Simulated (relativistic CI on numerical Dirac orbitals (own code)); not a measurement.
One change at a time: Co²⁵⁺

Base calculation: Dirac-Coulomb-Breit CI, KLI orbitals optimised for each configuration, model QED, unscaled Slater integrals.

Configuration list: 1s², 1s2s, 1s2p, 1s3s, 1s3p, 1s3d, 1s4s, 1s4p, 1s4d, 1s4f, 1s5s, 1s5p, 1s5d, 1s5f, 1s5g, 1s6s, 1s6p, 1s6d. Levels of other configurations are missing.

Variants: (1) QED terms removed. Shifts of the energy above 1s² ¹S0, in eV, for the lowest level and the first level of each name with at least 55 % of one term (blank where a level changes its place among those of its configuration and J or its character, or is not in the variant):

| Level | Base | Δ(1) |
| --- | --- | --- |
| 1s² ¹S0 | 0.00 | 0.00 |
| 1s2s ³S1 | 7171.95 | +3.63 |
| 1s2p ³P°0 | 7202.38 | +4.23 |
| 1s2p ³P°1 | 7204.59 | +4.23 |
| 1s2s ¹S0 | 7204.98 | +3.64 |
| 1s2p ³P°2 | 7222.08 | +4.18 |
| 1s2p ¹P°1 | 7241.12 | +4.19 |
| 1s3s ³S1 | 8498.78 | +4.04 |
| 1s3p ³P°0 | 8507.18 | +4.22 |
| 1s3s ¹S0 | 8507.60 | +4.04 |
| 1s3p ³P°1 | 8507.82 | +4.22 |
| 1s3p ³P°2 | 8513.03 | +4.21 |
| 1s3d ³D2 | 8517.44 | +4.21 |
| 1s3d ³D1 | 8517.53 | +4.21 |

At this charge energies of transitions that change n are usually good to better than 1 %, and those within a shell (Δn = 0) to a few per cent.

Ionisation energy from the two ground configurations alone: base 9542.6 eV; QED terms removed 9546.81 eV. The NIST ASD value (theoretical) is 9544.18 eV.

LS names give the leading component of a level, which can be under half, so a name can repeat, a term be missing and a line seem to break the LS rules.
